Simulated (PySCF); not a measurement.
**Zn (zinc, neutral) across methods**

[Ar] 3d9 4s2 5s1, high-spin 3D determinant (an excited configuration). Calculation: PySCF 2.14, in aug-cc-pVTZ-DK (8s7p5d3f2g, 93 functions); the spin-free X2C one-electron Hamiltonian (Gaussian nucleus). The B2PLYP total includes its PT2 part (frozen core); its orbital energies are those of the SCF part.

```json
{"method": "revPBE", "E (hartree)": "-1795.308", "mean ε 4s α (eV)": "-11.795", "mean ε 4s β (eV)": "-11.523", "mean ε 5s α (eV)": "-1.849", "Σ⟨r²⟩ (bohr²)": "84.57", "⟨S²⟩": "2.001"}
{"method": "LDA", "E (hartree)": "-1792.378", "mean ε 4s α (eV)": "-12.169", "mean ε 4s β (eV)": "-11.898", "mean ε 5s α (eV)": "-1.810", "Σ⟨r²⟩ (bohr²)": "82.61", "⟨S²⟩": "2.000"}
{"method": "M06", "E (hartree)": "-1795.406", "mean ε 4s α (eV)": "-13.233", "mean ε 4s β (eV)": "-12.917", "mean ε 5s α (eV)": "-1.949", "Σ⟨r²⟩ (bohr²)": "82.90", "⟨S²⟩": "2.001"}
{"method": "PBE0", "E (hartree)": "-1795.154", "mean ε 4s α (eV)": "-12.820", "mean ε 4s β (eV)": "-12.508", "mean ε 5s α (eV)": "-2.130", "Σ⟨r²⟩ (bohr²)": "85.15", "⟨S²⟩": "2.001"}
{"method": "MN15", "E (hartree)": "-1796.580", "mean ε 4s α (eV)": "-13.594", "mean ε 4s β (eV)": "-13.217", "mean ε 5s α (eV)": "-1.832", "Σ⟨r²⟩ (bohr²)": "80.54", "⟨S²⟩": "2.001"}
{"method": "r2SCAN", "E (hartree)": "-1795.365", "mean ε 4s α (eV)": "-12.062", "mean ε 4s β (eV)": "-11.922", "mean ε 5s α (eV)": "-1.821", "Σ⟨r²⟩ (bohr²)": "83.64", "⟨S²⟩": "2.002"}
{"method": "UHF", "E (hartree)": "-1793.83146", "mean ε 4s α (eV)": "-14.795", "mean ε 4s β (eV)": "-14.357", "mean ε 5s α (eV)": "-2.678", "Σ⟨r²⟩ (bohr²)": "89.81", "⟨S²⟩": "2.002"}
{"method": "B2PLYP", "E (hartree)": "-1795.115", "mean ε 4s α (eV)": "-13.616", "mean ε 4s β (eV)": "-13.301", "mean ε 5s α (eV)": "-2.218", "Σ⟨r²⟩ (bohr²)": "86.19", "⟨S²⟩": "2.001"}
{"method": "PBE", "E (hartree)": "-1795.147", "mean ε 4s α (eV)": "-11.893", "mean ε 4s β (eV)": "-11.604", "mean ε 5s α (eV)": "-1.839", "Σ⟨r²⟩ (bohr²)": "83.94", "⟨S²⟩": "2.000"}
```

The outer electron is Rydberg-like, and this basis confines it to a smaller radius and binds it less than a complete one would.
